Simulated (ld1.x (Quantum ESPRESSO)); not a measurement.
**Building the TM potential for Si (revPBE, scalar-relativistic).**

ld1.x (Quantum ESPRESSO) 7.5 was run on this input:

```
&input
   title='Si', zed=14., rel=1, dft='REVPBE', iswitch=3,
   config='[Ne] 3s2 3p1.5 3d-2',
   nld=3, rlderiv=1.95, eminld=-3.0, emaxld=5.0, deld=0.02
 /
 &inputp
   pseudotype=2, tm=.true., lloc=2,
   nlcc=.false.,
   file_pseudopw='Si.UPF', file_wfcaegen='ae.wfc', file_wfcncgen='nc.wfc', file_beta='beta', file_chi='chi'
 /
3
3S  1  0   2.00   0.00  1.60  1.60  0.0
3P  2  1   1.50   0.00  1.70  1.70  0.0
3D  3  2  -2.00   0.30  1.80  1.80  0.0
 &test
   configts(1)='3s2 3p1.5'
 /
```

Command:

```bash
ld1.x < Si.in > Si.out
```

Resulting log (shortened: banner, matrices, multipoles, cross overlaps and the repeated all-electron block are left out):

```
Program LD1 v.7.5
     --------------------------- All-electron run ----------------------------

     Si
     scalar relativistic calculation

     atomic number is 14.00
     dft =REVPBE   lsd =0 sic =0 latt =0  beta=0.20 tr2=1.0E-14
     Exchange-correlation= REVPBE
                           (   1   4   4   4   0   0   0)
     mesh =1141 r(mesh) = 100.57892 a.u. xmin = -7.00 dx = 0.01250
     1 Ry =  13.60569312 eV, c = 137.03599908

     n l     nl                  e(Ry)          e(Ha)          e(eV)
     1 0     1S 1( 2.00)      -131.6238       -65.8119     -1790.8325
     2 0     2S 1( 2.00)       -10.5873        -5.2936      -144.0469
     2 1     2P 1( 6.00)        -7.3473        -3.6736       -99.9651
     3 0     3S 1( 2.00)        -1.0805        -0.5402       -14.7005
     3 1     3P 1( 1.50)        -0.5629        -0.2815        -7.6588

     final scf error:  7.7E-15 reached in  29 iterations

     Etot =    -579.643652 Ry,    -289.821826 Ha,   -7886.453654 eV

     Ekin =     581.095513 Ry,     290.547756 Ha,    7906.207220 eV
     Encl =   -1379.401574 Ry,    -689.700787 Ha,  -18767.714513 eV
     Eh   =     259.935928 Ry,     129.967964 Ha,    3536.608465 eV
     Exc  =     -41.273518 Ry,     -20.636759 Ha,    -561.554826 eV

     normalization and overlap integrals

     s(1S/1S) =  1.000000  <r> =   0.1112  <r2> =    0.0167  r(max) =   0.0723
     s(2S/2S) =  1.000000  <r> =   0.5673  <r2> =    0.3847  r(max) =   0.4543
     s(2P/2P) =  1.000000  <r> =   0.5371  <r2> =    0.3641  r(max) =   0.3861
     s(3S/3S) =  1.000000  <r> =   2.1147  <r2> =    5.1769  r(max) =   1.7744
     s(3P/3P) =  1.000000  <r> =   2.6059  <r2> =    8.0447  r(max) =   2.0874

     ------------------------ End of All-electron run ------------------------

     --------------------- Generating NC pseudopotential ---------------------

      Generating local pot.: lloc=2, matching radius rcloc =   1.8000

      Wfc   3S  rcut= 1.586  Using Troullier-Martins method

      Wfc   3P  rcut= 1.709  Using Troullier-Martins method

     ------------------- End of pseudopotential generation -------------------

     Computing logarithmic derivative in   1.94880
     Computing logarithmic derivative in   1.94880
     Computing the partial wave expansion
     R is outside the sphere for l=    0 j= 0.00
     R is outside the sphere for l=    1 j= 0.00
       no projector for channel:   2

     ---------------------- Testing the pseudopotential ----------------------

     Si
     scalar relativistic calculation

     atomic number is 14.00   valence charge is  4.00
     dft =REVPBE   lsd =0 sic =0 latt =0  beta=0.20 tr2=1.0E-14
     mesh =1141 r(mesh) = 100.57892 xmin = -7.00 dx = 0.01250

     n l     nl             e AE (Ry)        e PS (Ry)    De AE-PS (Ry)
     1 0     3S   1( 2.00)       -1.08047       -1.08047        0.00000
     2 1     3P   1( 1.50)       -0.56291       -0.56291       -0.00000

     eps = 7.0E-15  iter =  8

     Etot =    -579.643652 Ry,    -289.821826 Ha,   -7886.453654 eV
     Etotps =    -7.268191 Ry,      -3.634096 Ha,     -98.888783 eV

     Ekin =       2.372297 Ry,       1.186148 Ha,      32.276745 eV
     Encl =     -14.468227 Ry,      -7.234113 Ha,    -196.850255 eV
     Ehrt =       4.763584 Ry,       2.381792 Ha,      64.811866 eV
     Ecxc =      -1.778926 Ry,      -0.889463 Ha,     -24.203516 eV
     Epseu=       1.843080 Ry,       0.921540 Ha,      25.076377 eV

     ---------------------- End of pseudopotential test ----------------------
```

Generation and configuration tests took about 2.6 s on one core of a shared server CPU.

Transferability test of the new file with ld1.x, input:

```
&input
   title='Si', zed=14., rel=1, dft='REVPBE', iswitch=2,
   config='[Ne] 3s2 3p1.5 3d-2'
 /
 &test
   file_pseudo='Si.UPF', nconf=8,
   configts(1)='3s2 3p1.5',
   configts(2)='3s2 3p2',
   configts(3)='3s2 3p1',
   configts(4)='3s2 3p0',
   configts(5)='3s0 3p4',
   configts(6)='3s1 3p0',
   configts(7)='3s1 3p2',
   configts(8)='3s1 3p3'
 /
```

```bash
ld1.x < Si.test.in > Si.test.out
```

Pseudopotential blocks of its output, shortened (energy terms left out):

```
     ---------------------- Testing the pseudopotential ----------------------

     n l     nl             e AE (Ry)        e PS (Ry)    De AE-PS (Ry)
     1 0     3S   1( 2.00)       -1.08047       -1.08047        0.00000
     2 1     3P   1( 1.50)       -0.56291       -0.56291       -0.00000

     eps = 1.3E-16  iter =  6

     Etot =    -579.643652 Ry,    -289.821826 Ha,   -7886.453654 eV
     Etotps =    -7.268191 Ry,      -3.634096 Ha,     -98.888781 eV

     ---------------------- End of pseudopotential test ----------------------

          ---------------------- Testing the pseudopotential ----------------------

     n l     nl             e AE (Ry)        e PS (Ry)    De AE-PS (Ry)
     1 0     3S   1( 2.00)       -0.79247       -0.79259        0.00012
     2 1     3P   1( 2.00)       -0.29845       -0.29851        0.00006

     eps = 5.7E-15  iter = 27

     Etot =    -579.857685 Ry,    -289.928843 Ha,   -7889.365723 eV
     Etotps =    -7.482252 Ry,      -3.741126 Ha,    -101.801224 eV
     dEtot_ae =      -0.214033 Ry
     dEtot_ps =      -0.214061 Ry,   Delta E=       0.000028 Ry

     ---------------------- End of pseudopotential test ----------------------

          ---------------------- Testing the pseudopotential ----------------------

     n l     nl             e AE (Ry)        e PS (Ry)    De AE-PS (Ry)
     1 0     3S   1( 2.00)       -1.39693       -1.39677       -0.00016
     2 1     3P   1( 1.00)       -0.85531       -0.85512       -0.00018

     eps = 8.1E-15  iter = 23

     Etot =    -579.290152 Ry,    -289.645076 Ha,   -7881.644031 eV
     Etotps =    -6.914715 Ry,      -3.457358 Ha,     -94.079491 eV
     dEtot_ae =       0.353501 Ry
     dEtot_ps =       0.353476 Ry,   Delta E=       0.000024 Ry

     ---------------------- End of pseudopotential test ----------------------

          ---------------------- Testing the pseudopotential ----------------------

     n l     nl             e AE (Ry)        e PS (Ry)    De AE-PS (Ry)
     1 0     3S   1( 2.00)       -2.09359       -2.09307       -0.00052
     2 1     3P   1( 0.00)       -1.50422       -1.50330       -0.00092

     eps = 1.6E-15  iter = 13

     Etot =    -578.116621 Ry,    -289.058310 Ha,   -7865.677334 eV
     Etotps =    -5.741677 Ry,      -2.870838 Ha,     -78.119492 eV
     dEtot_ae =       1.527031 Ry
     dEtot_ps =       1.526515 Ry,   Delta E=       0.000517 Ry

     ---------------------- End of pseudopotential test ----------------------

          ---------------------- Testing the pseudopotential ----------------------

     n l     nl             e AE (Ry)        e PS (Ry)    De AE-PS (Ry)
     1 0     3S   1( 0.00)       -0.89547       -0.89497       -0.00051
     2 1     3P   1( 4.00)       -0.38099       -0.38059       -0.00040

     eps = 1.9E-15  iter = 11

     Etot =    -578.848143 Ry,    -289.424071 Ha,   -7875.630198 eV
     Etotps =    -6.472931 Ry,      -3.236466 Ha,     -88.068714 eV
     dEtot_ae =       0.795509 Ry
     dEtot_ps =       0.795260 Ry,   Delta E=       0.000249 Ry

     ---------------------- End of pseudopotential test ----------------------

          ---------------------- Testing the pseudopotential ----------------------

     n l     nl             e AE (Ry)        e PS (Ry)    De AE-PS (Ry)
     1 0     3S   1( 1.00)       -2.89083       -2.88765       -0.00318
     2 1     3P   1( 0.00)       -2.25335       -2.25048       -0.00288

     eps = 7.4E-15  iter = 15

     Etot =    -575.626685 Ry,    -287.813342 Ha,   -7831.800023 eV
     Etotps =    -3.252581 Ry,      -1.626291 Ha,     -44.253622 eV
     dEtot_ae =       4.016968 Ry
     dEtot_ps =       4.015610 Ry,   Delta E=       0.001358 Ry

     ---------------------- End of pseudopotential test ----------------------

          ---------------------- Testing the pseudopotential ----------------------

     n l     nl             e AE (Ry)        e PS (Ry)    De AE-PS (Ry)
     1 0     3S   1( 1.00)       -1.45003       -1.44920       -0.00083
     2 1     3P   1( 2.00)       -0.90167       -0.90140       -0.00028

     eps = 8.1E-15  iter = 26

     Etot =    -578.745064 Ry,    -289.372532 Ha,   -7874.227733 eV
     Etotps =    -6.369884 Ry,      -3.184942 Ha,     -86.666688 eV
     dEtot_ae =       0.898589 Ry
     dEtot_ps =       0.898307 Ry,   Delta E=       0.000281 Ry

     ---------------------- End of pseudopotential test ----------------------

          ---------------------- Testing the pseudopotential ----------------------

     n l     nl             e AE (Ry)        e PS (Ry)    De AE-PS (Ry)
     1 0     3S   1( 1.00)       -0.84688       -0.84657       -0.00030
     2 1     3P   1( 3.00)       -0.34184       -0.34171       -0.00013

     eps = 2.7E-15  iter = 21

     Etot =    -579.358003 Ry,    -289.679002 Ha,   -7882.567197 eV
     Etotps =    -6.982629 Ry,      -3.491314 Ha,     -95.003502 eV
     dEtot_ae =       0.285649 Ry
     dEtot_ps =       0.285563 Ry,   Delta E=       0.000087 Ry

     ---------------------- End of pseudopotential test ----------------------
```
